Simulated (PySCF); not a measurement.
Open-shell species derived from `Fc1ccc(F)c(Cl)c1`. All by UKS B3LYP (pcH-1 on C Cl F H) in PySCF, non-relativistic with spin–orbit coupling as a perturbation, on GFN2-xTB geometries; isolated species, one conformer each; SCF stability not tested; anions may not bind their extra electron in the gas phase. Couplings are magnitudes for isotopes of over 50 % abundance, averaged over nuclei equivalent by connectivity (but not across a short bond from an atom whose three angles sum to over 350°); populations are Mulliken's. A GFN2-xTB geometry isn't a minimum of the functional, and hyperfine couplings can be far from their values at a DFT geometry, by a factor of two or more for some ions and for spin on atoms past the first row.

| species | change | ⟨S²⟩ | g1 | g2 | g3 | largest spin population on | largest couplings |
| --- | --- | --- | --- | --- | --- | --- | --- |
| F[C]1C=CC(F)=C[C@@H]1Cl | H added to aryl C | 0.781 | 1.9995 | 2.0079 | 2.0108 | carbon bonded to 2 C and H (0.44) | 1 × 35Cl 62 MHz, 1 × 19F 58 MHz, 1 × 1H 49 MHz, 1 × 1H 29 MHz, and 3 smaller |
| FC1=CC(Cl)=C(F)C[CH]1 | H added to aryl C | 0.786 | 2.0022 | 2.0027 | 2.0030 | carbon bonded to 2 C and H (0.56) | 2 × 1H 150 MHz, 1 × 19F 55 MHz, 1 × 1H 38 MHz, 1 × 1H 28 MHz, and 1 smaller |

Task: Predict the same entries for `FC1=CC(Cl)=C(F)[CH][CH-]1` [radical] (charge -1) (electron added).

Result: ⟨S²⟩: 0.759; g1: 1.9997; g2: 2.0044; g3: 2.0044; largest spin population on: carbon bonded to 2 C and Cl (0.50); largest couplings: 1 × 35Cl 120 MHz, 1 × 19F 75 MHz, 1 × 1H 17 MHz, 1 × 1H 9 MHz, and 2 smaller. The Mulliken spin populations are largest on C4 (+0.50), C9 (+0.25), C3 (+0.13) and Cl5 (+0.13). The angles at C4 add up to 343.7°, so it is pyramidal. (Numbering: [F:1][C:2]1=[CH:3][C:4]([Cl:5])=[C:6]([F:7])[CH:8][CH-:9]1 (hydrogens: H10 on C3; H11 on C8; H12 on C9).)

Task: Which has the highest and which the lowest g_iso, and which the widest g anisotropy?

Result: Highest: F[C]1C=CC(F)=C[C@@H]1Cl (2.0061, largest spin population on carbon bonded to 2 C and H). Lowest: FC1=CC(Cl)=C(F)C[CH]1 (2.0026, largest spin population on carbon bonded to 2 C and H). Widest: F[C]1C=CC(F)=C[C@@H]1Cl, g3 − g1 = 0.0113, which alone would spread the powder pattern at 94 GHz over 18.8 mT.

Task: How many first-order lines does each doublet give under fast tumbling, over what width, and where is its centre at 9.5 GHz?

Result: 
```json
{"species": "FC1=CC(Cl)=C(F)[CH][CH-]1 (charge -1 and doublet state)", "lines": "128", "width (mT)": "17.0", "centre (mT)": "338.90"}
{"species": "F[C]1C=CC(F)=C[C@@H]1Cl", "lines": "256", "width (mT)": "13.3", "centre (mT)": "338.35"}
{"species": "FC1=CC(Cl)=C(F)C[CH]1", "lines": "48", "width (mT)": "15.9", "centre (mT)": "338.93"}
```

Splittings under 0.05 mT aren't counted.

The drawing needn't show where the spin sits: the atom drawn as the radical centre holds a spin population of 0.00 in FC1=CC(Cl)=C(F)[CH][CH-]1 (charge -1 and doublet state), 0.35 in F[C]1C=CC(F)=C[C@@H]1Cl and 0.42 in FC1=CC(Cl)=C(F)C[CH]1.
